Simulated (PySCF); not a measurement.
C₅H₉F, SMILES F[C@@H](C)C1CC1.

Coordinates come from a B3LYP-D3(BJ)/def2-SVP optimisation. The structure was generated by enumeration; whether it is a known compound was not checked. Other conformers were not sampled.

Two levels are set side by side: TDDFT-PBE/def2-SVPD (PySCF) and TDDFT-LC-ωPBE/def2-SVPD (PySCF). Vertical, same geometry. The lowest singlet is HOMO→LUMO 100 % with PBE and HOMO→LUMO 39 %, HOMO→LUMO+2 37 %, HOMO→LUMO+1 7 % with the other functional; states are paired by order. Differences are taken from unrounded values.

```csv
quantity,TDDFT-LC-ωPBE
lowest singlet excitation (eV),9.07
lowest triplet excitation (TDA) (eV),8.82
```

**Question.** What does TDDFT-PBE give, and how far is it from TDDFT-LC-ωPBE? (The exact figures need the calculation; the answer reports its results.)

**Answer.** 
```csv
quantity,TDDFT-PBE,TDDFT-PBE minus TDDFT-LC-ωPBE
lowest singlet excitation (eV),7.34,-1.73
lowest triplet excitation (TDA) (eV),7.25,-1.57
```

Functionals without exact exchange tend to place singlet excitations lower, as here. Differences between two approximate levels are no errors against the true value.

Rough cost on one machine, each run with all the roots and properties that it gave: TDDFT-LC-ωPBE against TDDFT-PBE about 8 times.
